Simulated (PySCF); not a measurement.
H₃O₃P, SMILES OP(O)O.

Geometry: B3LYP-D3(BJ)/def2-SVP. Other conformers were not sampled.

Computed with PySCF with PBE/def2-TZVPD.

The molecule is in vacuum.

The total energy is -568.63373 hartree, the point group comes out as C3 and the highest occupied level is -5.90 eV. The lowest empty level comes out as -0.71 eV and the orbital gap is 5.19 eV. The dipole moment is 2.20 D and the quadrupole, principal values (traceless, Buckingham form, about the centre of nuclear charge) is -8.40, 4.20, 4.20 D·Å. The mean static polarisability is 44.5 bohr³ (6.59 Å³) and the polarisability, principal values is 39.4, 47.0, 47.0 bohr³.
